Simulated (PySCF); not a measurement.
Four-centre ligand exchange

Start structure (BH2Cl3, closed shell), relaxed at PBE0-D4/def2-TZVP:

| atom | x (Å) | y (Å) | z (Å) |
| --- | --- | --- | --- |
| B1 | -0.6686 | -0.5089 | -0.7276 |
| H2 | -0.0084 | 0.2763 | -1.3238 |
| Cl3 | -0.1078 | -2.1413 | -0.5494 |
| Cl4 | -2.2125 | -0.0285 | -0.0978 |
| H5 | 1.7842 | 1.5832 | 0.9396 |
| Cl6 | 1.1745 | 0.7996 | 1.7470 |

The step: BHCl₂ ([Cl][BH][Cl]) + HCl → BCl₃ ([Cl][B]([Cl])[Cl]) + H₂; bonds formed: B1–Cl6, H2–H5; bonds broken: B1–H2, H5–Cl6. Computed with PySCF 2.14 with density fitting (its default auxiliary sets; JK sets also for MP2 and CCSD(T)) (basis: def2-TZVPP and def2-QZVPP); correlated methods freeze the cores. Extrapolation: Hartree–Fock as exp(−7.88 √X), correlation as X^−2.97. Energies below are by CCSD(T) at an estimated basis limit (MP2 extrapolated from triple and quadruple zeta, plus CCSD(T) − MP2 in triple zeta).

What are the electronic barrier and the energy of the step, from the start structure to the end structure? (To be estimated.)

The calculation gives: Barrier 1.173 eV; step energy -0.505 eV (downhill); reverse barrier, their difference, 1.678 eV. Barrier and step energy count from the start structure, the reverse barrier from the end structure.

The saddle point: One imaginary mode of 889i cm⁻¹.
| pair | start (Å) | saddle (Å) | end (Å) |
| --- | --- | --- | --- |
| B1–Cl6 | 3.35 | 2.10 | 1.74 |
| H2–H5 | 3.17 | 1.07 | 0.75 |
| B1–H2 | 1.19 | 1.29 | 3.23 |
| H5–Cl6 | 1.28 | 1.53 | 3.62 |

Zero-point energy (harmonic, PBE0-D4): ZPE is 0.611 eV at the start and 0.608 eV at the saddle, so the barrier goes from 1.173 to 1.170 eV.

T1 diagnostic: at most 0.012. The start structure is not quite a true minimum (one mode of 42i cm⁻¹). The end structure is not quite a true minimum (one mode of 53i cm⁻¹).

Labels in which every atom is bracketed show which atoms are joined, not bond orders.

For scale, one of the runs: CCSD(T)/def2-TZVPP, 185 basis functions, launched by `OMP_NUM_THREADS=4 python run.py`. The run took 3 min on 4 CPU threads of a Oxide Virtual Turin-like (shared host), with 2 GiB of host memory at its peak.
